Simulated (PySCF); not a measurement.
## A ladder for the ionisation energy of Te

Te [Kr] 4d10 5s2 5p4 (3P) → Te⁺ [Kr] 4d10 5s2 5p3 (4S). Scalar values calculated with PySCF 2.14 in x2c-QZVPPall (spin-free X2C; valence: [Kr] 4d10 frozen; valence and next inner shell: [Ar] 3d10 frozen). The spin-orbit shift comes from two-component X2C-1e calculations (generalised Hartree-Fock, GHF, and MP2 on its spinors, GMP2) in x2c-QZVPPall-2c: GMP2 gives 8.549 eV without and 8.779 eV with screened spin-orbit coupling, a shift of 0.229 eV (GHF: 0.250 eV). Sums use unrounded values; where a UHF row is shifted, it takes the GHF shift.

```json
{"method": "UHF", "scalar (eV)": "7.732"}
{"method": "MP2 (valence)", "scalar (eV)": "8.440"}
{"method": "SCS-MP2 (valence)", "scalar (eV)": "8.516"}
{"method": "CCSD (valence)", "scalar (eV)": "8.571"}
{"method": "CCSD(T) (valence)", "scalar (eV)": "8.609"}
{"method": "LDA", "scalar (eV)": "9.015"}
{"method": "PBE", "scalar (eV)": "8.739"}
{"method": "PBE0", "scalar (eV)": "8.736"}
{"method": "r2SCAN", "scalar (eV)": "8.748"}
{"method": "B2PLYP", "scalar (eV)": "8.710"}
{"method": "TPSSh", "scalar (eV)": "8.734"}
{"method": "r2SCANh", "scalar (eV)": "8.750"}
{"method": "ROHF", "scalar (eV)": "7.648"}
{"method": "MP2 (valence and next inner shell)", "scalar (eV)": "8.520"}
{"method": "SCS-MP2 (valence and next inner shell)", "scalar (eV)": "8.562"}
```

(1) Form a composite estimate from CCSD(T) (valence) and the spin-orbit shift, and compare it with the reference, 9.010 eV (measured; NIST Atomic Spectra Database, ionization energies).

The errors of the correlated levels include the incompleteness of the basis and the frozen core, so a lower level can come closer by cancellation.

Results:

(1) 8.609 + (0.229) = 8.839 eV, an error of -0.171 eV.
